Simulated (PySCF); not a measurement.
Work out the structure from these simulated measurements.

Formula: C4H10O2S.

| Item | Value |
| --- | --- |
| Dipole | 4.36 D [B97-2/pcSseg-2] |
| 13C NMR | chemical shifts (computed TMS as zero) by class: 58.2 (1 C), 43.2 (1 C), 20.0 (1 C), 15.8 (1 C) ppm [GIAO B97-2/pcSseg-2] |
| 1H NMR | chemical shifts (computed TMS as zero) by class: 2.66 (2 H), 2.45 (3 H), 1.99 (2 H), 1.25 (3 H) ppm [GIAO B97-2/pcSseg-2] |
| NMR, other nuclei | isotropic shieldings of nuclei other than C and H, by class: 128 (2 O), 186 (1 S) ppm [GIAO B97-2/pcSseg-2] |
| Rotational structure | rotational constants A, B, C: 3.876, 1.544, 1.478 GHz [PBE0-D3(BJ)/def2-TZVP] |

The electronic properties come from PySCF, for the isolated species, density fitting. Levels stand in brackets. Isolated species at its PBE0-D3(BJ)/def2-TZVP geometry (one conformer only). Each NMR value is the plain mean over a class of atoms that symmetry, rotation or inversion makes alike.

Problem. Give a SMILES that accounts for the data.

Solution. Numbering: `[CH3:1][CH2:2][CH2:3][S:4]([CH3:5])(=[O:6])=[O:7]`. 4 carbons fall into 4 classes; from least to most shielded: sp3 carbon bound to sulfur [C3] (58.2 ppm), S-methyl carbon [C5] (43.2 ppm), chain CH2 carbon [C2] (20.0 ppm), methyl carbon [C1] (15.8 ppm). Hydrogen classes from least to most shielded: 2 H on an sp3 carbon bound to sulfur, C3 (2.66 ppm), 3 H on an S-methyl carbon, C5 (2.45 ppm), 2 H on a chain CH2 carbon, C2 (1.99 ppm, a mean of values up to 0.9 ppm apart in this geometry), 3 H on a methyl carbon, C1 (1.25 ppm, a mean of values up to 1.1 ppm apart in this geometry). The other shieldings belong to: 128 ppm, sulfonyl oxygen [O6/O7]; 186 ppm, sulfonyl sulfur [S4]. The optimised geometry has point group C1 and is an asymmetric top. Structure: `CCCS(C)(=O)=O`. The assignments are read from this structure; whether some other isomer fits the data as well wasn't checked.

Conformer computed: `[CH3:1][CH2:2][CH2:3][S:4]([CH3:5])(=[O:6])=[O:7]`: C1–C2–C3–S4 71°, C2–C3–S4–C5 169°.
